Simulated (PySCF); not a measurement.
# Reading the logs of faulty runs: AlGeH6N2 cation

All numbers below are calculated, not measured. The program is PySCF 2.14.0, an open-source quantum chemistry code, run on an isolated molecule that a program drew, which may never have been made. The molecule is AlGeH6N2 cation (charge +1, singlet), drawn as the SMILES string `[NH2][AlH][GeH+][NH2]`.

Each row is a Hartree-Fock (HF) and frozen-core CCSD(T) single point in the cc-pV(D+d)Z basis, meant for a local HF minimum. Run 1 is clean. Each other run has one planted mistake out of seven kinds, and not every kind appears here: one electron removed, one electron added, multiplicity raised by two, geometry at a saddle point, minimal basis STO-3G, one bond length entered in bohr, all coordinates scaled. The reference is restricted for singlets and unrestricted otherwise, and also for a bond in bohr. Adding or removing an electron swaps singlet and doublet. Electrons count all cores. HOMO and LUMO are orbital energies over both spins, the gradient is its largest component, and the lowest frequency (negative if imaginary) is given only where the gradient is small. Bond lengths are over the 9 bonds as drawn. T1 is the CCSD diagnostic: over 0.02 (restricted) or 0.045 (unrestricted) a single reference is doubtful. Germanium has the cc-pVDZ-PP basis, with a core potential (ECP10MDF) in place of its 10 inner electrons, and its 3s, 3p and 3d shells are frozen in CCSD(T).

Geometry of the clean run:
```xyz
10
AlGeH6N2 cation, angstrom
N     0.8788    1.6247   -2.8962
Al    0.5444    0.2192   -1.9370
Ge    2.3506   -0.0995   -0.1130
N     2.2875   -1.4371    1.0114
H     0.2972    1.9268   -3.6600
H     1.6483    2.2628   -2.8046
H    -0.5721   -0.8602   -1.9343
H     3.5917    0.7169    0.2282
H     2.9718   -1.5910    1.7317
H     1.5649   -2.1348    1.0089
```

| run | electrons | basis functions | <S^2> | HOMO (eV) | LUMO (eV) | gradient (hartree/bohr) | lowest frequency (cm^-1) | mean bond (Å) | longest bond (Å) | T1 | HF (hartree) | CCSD(T) (hartree) | mistake |
|---|---|---|---|---|---|---|---|---|---|---|---|---|---|
| 1 | 64 | 104 | 0.000 | -15.34 | -4.44 | 2.3e-05 | 31 | 1.4630 | 2.587 | 0.0202 | -647.51846 | -648.06303 | no fault |
| 2 | 64 | 104 | 2.019 | -10.10 | -6.14 | 1.0e-01 | - | 1.4630 | 2.587 | 0.0188 | -647.39830 | -647.90960 | multiplicity raised by two |
| 3 | 63 | 104 | 0.757 | -20.26 | -11.29 | 8.8e-02 | - | 1.4630 | 2.587 | 0.0210 | -647.04525 | -647.54441 | one electron removed |
| 4 | 65 | 104 | 0.762 | -5.69 | 1.75 | 4.7e-02 | - | 1.4630 | 2.587 | 0.0170 | -647.70366 | -648.25384 | one electron added |
| 5 | 64 | 104 | 0.728 | -14.77 | -4.59 | 2.2e-02 | - | 1.5625 | 2.587 | 0.0631 | -647.37076 | -647.91529 | ? |
| 6 | 64 | 104 | 0.000 | -15.59 | -4.40 | 2.7e-02 | - | 1.4162 | 2.504 | 0.0182 | -647.50759 | -648.04489 | ? |

**Which mistake was planted in run 5, and what did it cost?**

The mean bond changes by a factor of 1.068 and the longest by 1.000, so the molecule wasn't scaled as a whole. A length L in bohr read as angstrom grows by (1/0.5292 - 1) L = 0.890 L. The 9 bonds together grew by 9 x 0.0995 = 0.895 Å, which gives L = 1.006 Å. That is the length of one of the H-N bonds, 1.006 Å in the clean geometry. So the mistake is: one bond length entered in bohr. Subtracting run 1 and multiplying by 627.51 kcal/mol a hartree, the energy moved by 92.7 kcal/mol in HF and 92.7 kcal/mol in CCSD(T).

**Which mistake was planted in run 6, and what did it cost?**

The mean and the longest bond both change by the same factor, 0.968, and the gradient is no longer small. So the mistake is: all coordinates scaled. Subtracting run 1 and multiplying by 627.51 kcal/mol a hartree, the energy moved by 6.8 kcal/mol in HF and 11.4 kcal/mol in CCSD(T).

Cautions from the logs. Run 1: T1 is over the limit, so its CCSD(T) energy is less reliable; run 5: T1 is over the limit, so its CCSD(T) energy is less reliable.
